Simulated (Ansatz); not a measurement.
Reaction (cleavage of the Si–Sn bond): `C[SiH2][SnH3]` + `OCO` → `C[SiH2]OCO` + `[SnH4]`

Program: Ansatz. Geometries: PBE0-D4/def2-TZVP. ΔE: electronic, gas phase. CCSD(T)/CBS adds triple-zeta CCSD(T) − MP2 to the extrapolated MP2 energy (def2 sets, frozen cores). This one scheme is used for every species. Functionals use def2-TZVPP. Elements past krypton have def2 core potentials. For Sn outer-core shells are correlated without core-valence functions, which leaves a few kJ/mol of doubt a bond. Each species was taken in one conformer, which may not be the lowest.

```json
{"level": "r2SCAN-D4", "ΔE (kcal/mol)": "-15.2", "difference from CCSD(T)/CBS": "-0.9"}
{"level": "ωB97X-V", "ΔE (kcal/mol)": "-16.2", "difference from CCSD(T)/CBS": "-1.9"}
{"level": "ωB97M-V", "ΔE (kcal/mol)": "-16.5", "difference from CCSD(T)/CBS": "-2.2"}
{"level": "PBE", "ΔE (kcal/mol)": "-11.0", "difference from CCSD(T)/CBS": "3.3"}
{"level": "PBE0", "ΔE (kcal/mol)": "-12.2", "difference from CCSD(T)/CBS": "2.1"}
{"level": "CCSD/def2-TZVPP", "ΔE (kcal/mol)": "-16.5", "difference from CCSD(T)/CBS": "-2.2"}
{"level": "HF/def2-QZVPP", "ΔE (kcal/mol)": "-20.6", "difference from CCSD(T)/CBS": "-6.3"}
{"level": "MP2/def2-QZVPP", "ΔE (kcal/mol)": "-15.2", "difference from CCSD(T)/CBS": "-0.9"}
{"level": "SCS-MP2/def2-QZVPP", "ΔE (kcal/mol)": "-16.5", "difference from CCSD(T)/CBS": "-2.2"}
{"level": "HF/CBS(def2)", "ΔE (kcal/mol)": "-20.7", "difference from CCSD(T)/CBS": "-6.4"}
{"level": "CCSD(T)/CBS", "ΔE (kcal/mol)": "-14.3", "difference from CCSD(T)/CBS": "0"}
```

Largest T1 diagnostic among the species: 0.013.

From PBE to PBE0 (25 % exact exchange), in def2-TZVPP and without D4, ΔE moves by −1.3 kcal/mol. In def2-TZVPP, CCSD(T) changes the Hartree–Fock value by +4.3 kcal/mol (the triples alone add +0.5 kcal/mol) and MP2 by +4.2 kcal/mol.
